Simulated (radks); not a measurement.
Task: Ca I, configuration [Ar] 4s2 (the NIST ground configuration). Method: Dirac Kohn-Sham, OLYP, spin-unpolarised, spherical densities, finite nucleus; Fermi nuclear charge, rms radius 3.4776 fm; computed with a radial shooting solver on a logarithmic mesh with Libxc functionals. Some entries of the table are withheld. Estimate them.

orbital  occ.  eigenvalue (eV)  <r> (bohr)  <1/r> (bohr^-1)
1s1/2       2        -3948.635     0.07685            19.74
2s1/2       2              (1)      0.3635            4.062
2p1/2       2        -338.2521         (2)            3.983
2p3/2       4        -334.5610         (3)            3.942
3s1/2       2         -47.3947         (4)            1.210
3p1/2       2              (5)         (6)              (7)
3p3/2       4              (8)         (9)             (10)
4s1/2       2          -3.5129       4.090           0.3145

Result: 
(1) 2s1/2 eigenvalue (eV): -415.4500
(2) 2p1/2 <r> (bohr): 0.3255
(3) 2p3/2 <r> (bohr): 0.3280
(4) 3s1/2 <r> (bohr): 1.154
(5) 3p1/2 eigenvalue (eV): -28.4650
(6) 3p1/2 <r> (bohr): 1.260
(7) 3p1/2 <1/r> (bohr^-1): 1.084
(8) 3p3/2 eigenvalue (eV): -28.0831
(9) 3p3/2 <r> (bohr): 1.267
(10) 3p3/2 <1/r> (bohr^-1): 1.076
